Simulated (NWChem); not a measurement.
System meant: PbHOBr, singlet; SMILES [OH][Pb][Br]

NWChem input:

```
start job
memory heap 200 mb stack 900 mb global 1100 mb
geometry units angstroms noautoz
  Pb     0.138529     0.714233     0.000000
  Br     0.018649    -1.915869     0.000000
  O     -1.944509     1.011592     0.000000
  H     -2.191306     1.945645     0.000000
end
basis spherical
  * library def2-svp
end
ecp
  Pb library def2-ecp
end
dft
  odft
  mult 2
  xc b3lyp
  iterations 150
  mulliken
end
task dft energy
```

End of the output:

```
                                 NWChem DFT Module
                                 -----------------

 Summary of "ao basis" -> "ao basis" (spherical)
 ------------------------------------------------------------------------------
       Tag                 Description            Shells   Functions and Types
 ---------------- ------------------------------  ------  ---------------------
 Pb                         def2-svp                10       26   4s4p2d
 Br                         def2-svp                12       32   5s4p3d
 O                          def2-svp                 6       14   3s2p1d
 H                          def2-svp                 3        5   2s1p

 Summary of "ao basis" -> "ao basis" (spherical)
 ------------------------------------------------------------------------------
       Tag                 Description            Shells   Functions and Types
 ---------------- ------------------------------  ------  ---------------------
 Pb                         def2-svp                10       26   4s4p2d
 Br                         def2-svp                12       32   5s4p3d
 O                          def2-svp                 6       14   3s2p1d
 H                          def2-svp                 3        5   2s1p

      Symmetry analysis of basis
      --------------------------

        a'         54
        a"         23

  number of electrons :                   66
  multiplicity        :                    2
 ------------------------------------------------------------------------
  no. of electrons and multiplicity not compatible                  66
 ------------------------------------------------------------------------
 ------------------------------------------------------------------------
  current input line :
    22: task dft energy
 ------------------------------------------------------------------------
 ------------------------------------------------------------------------
 There is an error in the input file
 ------------------------------------------------------------------------
 For more information see the NWChem manual at https://nwchemgit.github.io

0: no. of electrons and multiplicity not compatible:Received an Error in Communication
```

Q: Find the fault in this run and fix the input.

A: The program refused the input. Cause: the multiplicity doesn't fit the number of electrons (an even count wants an odd multiplicity, and the reverse). This input runs:
```
start job
memory heap 200 mb stack 900 mb global 1100 mb
geometry units angstroms noautoz
  Pb     0.138529     0.714233     0.000000
  Br     0.018649    -1.915869     0.000000
  O     -1.944509     1.011592     0.000000
  H     -2.191306     1.945645     0.000000
end
basis spherical
  Pb library def2-svp
  Br library def2-svp
  O library def2-svp
  H library def2-svp
end
ecp
  Pb library def2-ecp
end
dft
  xc b3lyp
  iterations 150
  mulliken
end
task dft energy
```
It converges to -2842.64645 Ha (B3LYP/def2-SVP with def2 effective core potentials on Pb).
